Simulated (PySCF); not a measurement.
## Tb⁵⁵⁺ (terbium, charge +55): Hartree-Fock from Schrödinger to Dirac-Coulomb-Breit

Occupied: 1s1/2, 2s1/2, 2p1/2, 2p3/2. Hartree-Fock calculated with PySCF 2.14 in an even-tempered Gaussian basis (19 s from 12 bohr⁻², ratio 2.3; 15 p from 14 bohr⁻², ratio 2.3), Gaussian nucleus throughout. NR is non-relativistic, sf-X2C the spin-free one-electron X2C Hamiltonian, X2C adds the bare one-electron spin-orbit term, X2C-SNSO screens it by Boettger's factors, DC is four-component Dirac-Coulomb, and the Gaunt and Breit terms are added at first order (total energies over the DC spinors, levels after relaxing the spinors in that mean field). QED terms are absent. Levels marked empty are virtual spinors of this ion.

```json
{"level (eV)": "1s1/2", "NR": "-53362.6", "sf-X2C": "-56630.6", "X2C": "-56622.5", "X2C-SNSO": "-56623.0"}
{"level (eV)": "2s1/2", "NR": "-11931.7", "sf-X2C": "-12861.0", "X2C": "-12859.0", "X2C-SNSO": "-12859.1"}
{"level (eV)": "2p1/2", "NR": "-11598.0", "sf-X2C": "-11919.3", "X2C": "-12486.5", "X2C-SNSO": "-12466.7"}
{"level (eV)": "2p3/2", "NR": "-11598.0", "sf-X2C": "-11919.3", "X2C": "-11680.7", "X2C-SNSO": "-11687.7"}
{"level (eV)": "3s1/2 (empty)", "NR": "-4929.8", "sf-X2C": "-5221.2", "X2C": "-5220.8", "X2C-SNSO": "-5220.8"}
{"level (eV)": "3p1/2 (empty)", "NR": "-4817.1", "sf-X2C": "-4946.1", "X2C": "-5095.2", "X2C-SNSO": "-5090.1"}
{"level (eV)": "3p3/2 (empty)", "NR": "-4817.1", "sf-X2C": "-4946.1", "X2C": "-4882.7", "X2C-SNSO": "-4884.5"}
```

Problem. Where do the four-component calculations put these levels?

Solution. 1s1/2: DC -56680.0, DC+Gaunt -56526.1, DC+Breit -56536.2; 2s1/2: DC -12866.8, DC+Gaunt -12850.5, DC+Breit -12851.5; 2p1/2: DC -12471.4, DC+Gaunt -12442.6, DC+Breit -12445.6; 2p3/2: DC -11693.1, DC+Gaunt -11673.4, DC+Breit -11676.4; 3s1/2 (empty): DC -5222.7, DC+Gaunt -5218.3, DC+Breit -5218.9; 3p1/2 (empty): DC -5091.3, DC+Gaunt -5083.8, DC+Breit -5084.9; 3p3/2 (empty): DC -4885.7, DC+Gaunt -4880.7, DC+Breit -4881.7 (eV).

```
Hamiltonian  E (hartree)  E − E(DC) (hartree)  CPU seconds
         NR   -7895.2091             427.9320         0.58
     sf-X2C   -8313.2975               9.8437         0.36
        X2C   -8320.2646               2.8766         0.45
   X2C-SNSO   -8319.8186               3.3226         0.46
         DC   -8323.1412               0.0000           24
   DC+Gaunt   -8313.8462               9.2950           42
   DC+Breit   -8314.6565               8.4846          120
```

Weight of the small component: 1s1/2 0.0589, 2s1/2 0.0135, 2p1/2 0.0134, 2p3/2 0.0125, 3s1/2 0.00529, 3p1/2 0.00523, 3p3/2 0.00500.

Koopmans' value for the highest occupied level at DC+Breit: 11676.4 eV, against an ionisation energy of 11673 ± 5 eV (theoretical estimate listed by NIST; NIST Atomic Spectra Database, ionization energies); the former lacks relaxation, correlation, QED and recoil.

The whole ladder took 190 s of wall time on 1 thread of Neoverse-N1 (shared host), launched as `OMP_NUM_THREADS=1 python relrun2.py TASK.json OUT` (a driver that calls PySCF for each Hamiltonian).
